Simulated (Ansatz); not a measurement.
Basis sets compared for [TaO2(OH)2]- (TaO₄H₂⁻). Charge -1, multiplicity 1. Geometry PBE-D4/def2-SVPD. Ansatz on 4 threads of Arm Neoverse N1 on a shared host; times are rough, and most runs start from earlier orbitals.

```xyz
7

Ta    0.424   -0.033    0.124
O     2.214    0.098    0.022
O    -0.059   -0.737    1.705
O    -0.237   -1.239   -1.343
H    -0.884   -1.916   -1.088
O    -0.385    1.801   -0.033
H    -1.073    2.026    0.613
```

In the def2 sets Ta takes a core potential; there is no spin–orbit coupling.

| level | functions | energy (Eh) | HOMO (eV) | LUMO (eV) | wall time |
| --- | --- | --- | --- | --- | --- |
| PBE-D4/def2-SVPD | 143 | -358.9573 | -1.05 | 2.72 | 2.2 s |
| PBE0-D4/def2-SVPD | 143 | -358.8777 | -2.55 | 3.35 | 2.8 s |

Problem. Estimate the rows for PBE-D4/def2-TZVPD, PBE0-D4/def2-TZVPD.

Solution. 
```json
{"level": "PBE-D4/def2-TZVPD", "functions": "221", "energy (Eh)": "-359.3113", "HOMO (eV)": "-0.98", "LUMO (eV)": "2.54", "wall time": "3.7 s"}
{"level": "PBE0-D4/def2-TZVPD", "functions": "221", "energy (Eh)": "-359.2347", "HOMO (eV)": "-2.46", "LUMO (eV)": "3.10", "wall time": "4.7 s"}
```
